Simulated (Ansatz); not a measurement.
Reaction (redistribution): `NB(N)S` + `C[SiH](N)CS` → `NB(S)S` + `C[SiH](N)CN`

Calculated with Ansatz (gas phase, PBE0-D4/def2-TZVP geometries, no zero-point term in ΔE). CCSD(T)/CBS adds triple-zeta CCSD(T) − MP2 to the extrapolated MP2 energy (def2 sets, frozen cores). This one scheme is used for every species. Functionals use def2-TZVPP. B3LYP here is the variant with VWN-RPA as its local correlation; programs differ in this. One conformer a species, not always the lowest.

`NB(N)S`:

Cartesian coordinates in Å:
```
N 0.808 -0.732 0.585
B -0.080 0.161 -0.052
N -1.339 -0.247 -0.541
S 0.347 1.942 -0.272
H 0.614 -1.712 0.688
H 1.652 -0.437 1.037
H -1.937 0.358 -1.072
H -1.717 -1.165 -0.393
H 1.651 1.834 0.019
```

`C[SiH](N)CS`:

Cartesian coordinates in Å:
```
C 0.116 0.748 -1.609
Si -0.532 0.392 0.098
N 0.581 1.055 1.239
C -0.656 -1.454 0.424
S 0.966 -2.261 0.368
H -0.566 0.353 -2.367
H 0.213 1.824 -1.780
H 1.092 0.280 -1.755
H -1.918 0.938 0.241
H 0.351 1.081 2.220
H 1.120 1.866 0.983
H -1.155 -1.663 1.374
H -1.262 -1.912 -0.363
H 1.651 -1.247 0.927
```

`NB(S)S`:

Cartesian coordinates in Å:
```
N -1.236 0.091 -0.092
B 0.143 0.110 0.127
S 0.814 1.296 1.340
S 1.313 -0.987 -0.734
H -1.685 -0.532 -0.738
H -1.871 0.704 0.389
H 2.105 0.961 1.199
H 0.418 -1.644 -1.491
```

`C[SiH](N)CN`:

```xyz
15

C     1.497    1.185    0.115
Si   -0.291    0.693    0.288
N    -0.443   -0.214    1.755
C    -0.854   -0.435   -1.106
N    -0.047   -1.649   -1.111
H     1.642    1.785   -0.787
H     2.125    0.295    0.032
H     1.837    1.779    0.967
H    -1.158    1.914    0.244
H    -1.359   -0.468    2.092
H     0.157    0.017    2.532
H    -1.941   -0.603   -1.015
H    -0.711    0.105   -2.050
H    -0.048   -2.072   -0.191
H    -0.405   -2.333   -1.765
```

```csv
level,ΔE (kcal/mol),difference from CCSD(T)/CBS
PBE,13.6,-1.5
PBE0,14.2,-0.9
B3LYP,14.8,-0.3
MP2/def2-TZVPP,14.9,-0.2
SCS-MP2/def2-TZVPP,14.7,-0.4
CCSD/def2-TZVPP,14.6,-0.5
HF/def2-QZVPP,15.8,0.7
MP2/def2-QZVPP,15.4,0.3
SCS-MP2/def2-QZVPP,15.1,0.0
MP2/CBS(def2),15.6,0.5
CCSD(T)/CBS,15.1,0
```

Largest T1 diagnostic among the species: 0.012.
